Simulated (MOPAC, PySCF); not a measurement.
BI3, SMILES `B(I)(I)I`, neutral singlet in the gas phase. 

Cartesian coordinates (Å):
```xyz
4

I      2.0865    -0.3181    -0.0115
B      0.0000     0.0005    -0.0013
I     -0.7692     1.9662     0.0174
I     -1.3173    -1.6486    -0.0046
```
Charge 0, spin multiplicity 1.

All levels are single points at this geometry (PBE0-D3(BJ)/def2-TZVP); Pople sets use spherical d functions. Orbital energies aren't observables, and empty levels follow the basis.

PM7 in MOPAC gives gap (eV) = 6.50.

Q: Estimate the gap (eV) from each of these levels: PBE-D3(BJ)/def2-TZVP in PySCF; PBE0-D3(BJ)/def2-TZVP in PySCF; ωB97X-D3(BJ)/def2-TZVP in PySCF; B3LYP/6-311+G** (LANL2DZ on I) in PySCF; B3LYP/6-31G* (LANL2DZ on I) in PySCF; B3LYP/LANL2DZ in PySCF; BP86/6-31G* (LANL2DZ on I) in PySCF; PBE/6-31G* (LANL2DZ on I) in PySCF; SVWN5/6-31G* (LANL2DZ on I) in PySCF; AM1 in MOPAC; PM3 in MOPAC; PM6 in MOPAC.

A: 
```tsv
level	gap (eV)
PBE-D3(BJ)/def2-TZVP in PySCF	3.02
PBE0-D3(BJ)/def2-TZVP in PySCF	4.87
ωB97X-D3(BJ)/def2-TZVP in PySCF	9.10
B3LYP/6-311+G** (LANL2DZ on I) in PySCF	4.68
B3LYP/6-31G* (LANL2DZ on I) in PySCF	4.69
B3LYP/LANL2DZ in PySCF	4.61
BP86/6-31G* (LANL2DZ on I) in PySCF	3.20
PBE/6-31G* (LANL2DZ on I) in PySCF	3.17
SVWN5/6-31G* (LANL2DZ on I) in PySCF	3.07
AM1 in MOPAC	8.67
PM3 in MOPAC	7.44
PM6 in MOPAC	6.14
```
